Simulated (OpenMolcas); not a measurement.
Computed levels of 3s2 3p in ions with 13 electrons, in cm-1 above 2P* 1/2.

- Program: OpenMolcas
- Method: RASSCF
- Basis: ANO-R2
- Scalar Hamiltonian: X2C, finite nucleus
- Spin-orbit coupling: RASSI with atomic mean-field integrals over the reference wave functions, term energies averaged over their components

Active space for each ion: 3 electrons in 9 orbitals (RAS2 3s 3p; RAS3 3d, at most 2 electrons).

```tsv
Level	P2+	Cl4+	Ar5+
2P* 3/2	489	1341	2031
```

Estimate 2P* 3/2 for S3+ from its neighbours P2+ and Cl4+.

2P* 3/2 is fine structure, which grows about as the fourth power of a screened charge, so the fourth roots are averaged: ((489^0.25 + 1341^0.25) / 2)^4 = 836. The calculation gives 838, so the estimate is off by -0.2 %; the measured value is 951 (NIST levels in Podobedova, Kelleher and Wiese, J. Phys. Chem. Ref. Data 38, 171 (2009)).

Active for correlation alone: 3d; no level in the range computed is led by a configuration that fills it, so any true level of that kind is missing. Measured partners are found by configuration, term and J. A level has none where our copy of the source lacks it or the pairing is in doubt (some pairs that miss far off the trend of their configuration count as doubtful), and it then counts in no deviation. Only configurations of the active space appear.

* marks odd parity.
